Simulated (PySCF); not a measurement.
Gas-phase reaction: 4 ZnCH3 → 4 Zn + H2 + C4H10 (isobutane)

Computed with PySCF and rigid-rotor harmonic-oscillator thermochemistry at 1 bar. † marks an energy on the PBE0/def2-TZVP geometry and frequencies; other levels use their own. MP2 and CCSD(T) freeze the core. 6-31G* has spherical d functions here. Open shells (unrestricted): ZnCH3 (multiplicity 2); the rest are closed-shell singlets. B3LYP is the form with VWN-RPA correlation. Zn: all electrons, no relativistic terms. ZnCH3: computed as isolated molecules; such fragments, hydroxides, amides, oligomers or adducts are transient or little studied in the gas. MP2 isn't extrapolated to the basis-set limit. CCSD(T) isn't extrapolated to the basis-set limit.

```json
[
 {"level": "B3LYP/6-31G*", "ΔH°(298 K), kJ": "-249"},
 {"level": "BLYP/def2-TZVP†", "ΔH°(298 K), kJ": "[?]"},
 {"level": "CCSD(T)/def2-SVP†", "ΔH°(298 K), kJ": "-480"},
 {"level": "HF/def2-TZVP†", "ΔH°(298 K), kJ": "[?]"},
 {"level": "MP2/def2-SVP†", "ΔH°(298 K), kJ": "-409"},
 {"level": "PBE/def2-TZVP†", "ΔH°(298 K), kJ": "-414"},
 {"level": "ωB97M-V/def2-TZVP†", "ΔH°(298 K), kJ": "[?]"}
]
```

**Question.** What belongs in the gaps?

**Answer.** 
- BLYP/def2-TZVP†, ΔH°(298 K), kJ: -469
- HF/def2-TZVP†, ΔH°(298 K), kJ: -362
- ωB97M-V/def2-TZVP†, ΔH°(298 K), kJ: -444
